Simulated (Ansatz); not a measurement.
Cartesian coordinates in Å:
```
C -1.508 0.783 -0.312
B -0.239 -0.087 -0.070
C 1.145 0.212 0.315
Al 0.692 -1.821 0.001
H -2.322 0.492 0.358
H -1.888 0.657 -1.329
H -1.311 1.849 -0.157
H 2.012 -0.467 0.472
H 1.522 1.217 0.510
H 1.897 -2.835 0.212
```

Charge 0, multiplicity 1.

Task: List the PBE/def2-TZVPP orbital energies in eV (Ansatz). (An estimate is asked.)

Result: The calculation gave: Occupied: -1506.80, -268.86, -268.07, -176.32, -107.06, -69.10, -69.09, -68.86, -17.48, -16.66, -11.56, -11.12, -9.40, -9.39, -8.78, -8.18, -6.01, -5.49. Lowest empty: -1.90, -1.67, -0.20, -0.18, 0.68, 1.48, 1.60, 2.11.
